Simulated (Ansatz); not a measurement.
A nudged elastic band was laid between two geometries of AlH3O3 + CH4 (12 atoms, charge 0, multiplicity 1).

These are results of UKS BLYP-D4/6-31G* (Ansatz 0.2.0), not measurements.

```json
{"movable images": "7", "climbing image": "yes", "spring": "5.0 eV/Å²", "optimiser": "quadratic models (default)", "start path": "through a guess of the saddle point", "force threshold": "0.05 eV/Å", "iteration limit": "60", "end points": "relaxed"}
```

Initial state:

```xyz
12
Properties=species:S:1:pos:R:3
Al 1.163 0.447 0.061
O 0.641 1.983 -0.525
O 1.234 0.150 1.759
O 1.722 -0.751 -1.046
H -1.652 0.388 -0.458
C -1.690 -0.650 -0.088
H 0.669 2.127 -1.491
H 0.962 0.876 2.353
H 2.070 -1.583 -0.672
H -2.733 -1.003 -0.107
H -1.312 -0.688 0.946
H -1.073 -1.296 -0.733
```

Final state:

```xyz
12
Properties=species:S:1:pos:R:3
Al 0.401 -0.060 0.274
O 0.130 1.614 -0.896
O 1.224 0.409 1.737
O 1.556 -0.473 -1.020
H -0.692 1.542 -1.430
C -1.387 -0.894 0.252
H 0.867 1.225 -1.462
H 0.697 0.534 2.548
H 2.476 -0.653 -0.747
H -2.166 -0.272 0.730
H -1.379 -1.860 0.789
H -1.728 -1.113 -0.777
```

Task: Which bonds break or form, and what moves?

Result: Bonds broken: H5–C6. Bonds formed: Al1–C6, O2–H5. AlH3O3 + CH4 becomes CH7AlO3.

Task: What energy profile does the band end with?

Result: It converged. The highest image is number 5 of 0 to 8, 144.9 kJ/mol above the first end and 74.1 kJ/mol above the last; the last end lies 70.8 kJ/mol above the first. A vibrational analysis at the climbing image gives one clearly imaginary mode, 1138i cm⁻¹: a first-order saddle point. The orbitals stay closed-shell, which can raise the energy where a bond breaks towards radicals; this wasn't checked here.

| image | path coordinate (Å) | energy (kJ/mol) | H5–C6 (Å) | Al1–C6 (Å) | O2–H5 (Å) |
| --- | --- | --- | --- | --- | --- |
| 0 | 0.00 | 0.0 | 1.10 | 3.06 | 2.79 |
| 1 | 0.62 | 0.3 | 1.10 | 3.09 | 2.67 |
| 2 | 1.24 | 1.4 | 1.10 | 3.11 | 2.53 |
| 3 | 1.86 | 7.7 | 1.10 | 2.90 | 2.24 |
| 4 | 2.48 | 45.6 | 1.14 | 2.48 | 1.81 |
| 5 | 3.10 | 144.9 | 1.51 | 2.14 | 1.21 |
| 6 | 3.78 | 97.5 | 2.14 | 2.00 | 1.00 |
| 7 | 4.47 | 76.9 | 2.65 | 1.98 | 0.98 |
| 8 | 5.15 | 70.8 | 3.04 | 1.97 | 0.98 |

Task: What is the geometry of the highest image?

Result: 
```xyz
12
Properties=species:S:1:pos:R:3:forces:R:3
Al 0.663 0.032 0.199 0.01 -0.01 0.01
O 0.020 1.611 -0.638 0.02 0.02 -0.02
O 1.200 0.172 1.839 -0.02 0.01 0.00
O 1.665 -0.822 -0.929 -0.02 0.01 0.03
H -0.834 0.750 -0.580 0.00 -0.01 0.03
C -1.376 -0.572 -0.077 0.03 0.01 -0.01
H 0.355 1.685 -1.561 0.00 0.02 0.00
H 0.857 0.898 2.392 0.01 0.00 0.00
H 2.498 -1.190 -0.580 0.01 0.00 -0.02
H -2.261 -0.115 0.396 0.01 -0.02 0.00
H -1.119 -1.429 0.582 -0.02 0.01 -0.02
H -1.667 -1.018 -1.043 -0.02 -0.03 0.02
```

Task: What are the harmonic wavenumbers there?

Result: 1138i, 41, 88, 146, 193, 219, 235, 252, 373, 449, 523, 592, 647, 667, 688, 743, 770, 793, 896, 1266, 1315, 1463, 1527, 1814, 2928, 3005, 3054, 3580, 3692, 3696 cm⁻¹.

The run took 9.5 min on 2 threads of Arm Neoverse N1 (shared host), peak memory 0.29 GiB.
